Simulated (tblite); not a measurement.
Species: C2H5N2Si (doublet state).
Numbering: `[CH:1]#[C:2][Si@@H:3]([NH:4])[NH2:5]` (hydrogens: H6 on C1; H7 on Si3; H8 on N4; H9, H10 on N5)

Structure optimised with GFN2-xTB, isolated species. This method treats the open shell by occupation alone, without spin polarisation.

Problem. What internal coordinates does the optimisation give?

Solution. 
| bond | length (Å) | order |
| --- | --- | --- |
| C1≡C2 | 1.199 | triple |
| C2–Si3 | 1.864 | single |
| Si3–N4 | 1.677 | single |
| Si3–N5 | 1.747 | single |
| C1–H6 | 1.053 | single |
| Si3–H7 | 1.469 | single |
| N4–H8 | 1.006 | single |
| N5–H9, N5–H10 | 1.007 | single |

Bonds in one row agree within 0.01 Å and their mean is given. Orders are formal, as drawn. A selection of angles:
| angle | degrees |
| --- | --- |
| C2–C1–H6 | 179.2 |
| C1–C2–Si3 | 179.7 |
| C2–Si3–N4 | 108.3 |
| C2–Si3–N5 | 103.9 |
| C2–Si3–H7 | 107.5 |
| N4–Si3–N5 | 109.8 |
| N4–Si3–H7 | 121.4 |
| N5–Si3–H7 | 104.6 |
| Si3–N4–H8 | 124.3 |
| Si3–N5–H9 | 117.7 |
| Si3–N5–H10 | 118.6 |
| H9–N5–H10 | 109.9 |

Dihedral angles: H8–N4–Si3–C2 -114° (anticlinal).

N5 (nitrogen bonded to Si and 2 H) is pyramidal (angles 118.6°, 117.7° and 109.9°, sum 346.2°, 0.26 Å off the plane of its three neighbours). Si3 (silicon bonded to C, 2 N and H) is distorted tetrahedral (angles from 103.9° to 121.4°). The 2 N–Si bonds span 1.677 Å (Si3–N4, drawn single) to 1.747 Å (Si3–N5, drawn single), a spread of 0.070 Å.

Its GFN2-xTB frequencies are all real (lowest 100 cm⁻¹). Torsions: C2–Si3–N4–H -114°, C2–Si3–N5–H -145° and -9°.

One conformer stands for the species.

These are computed values.
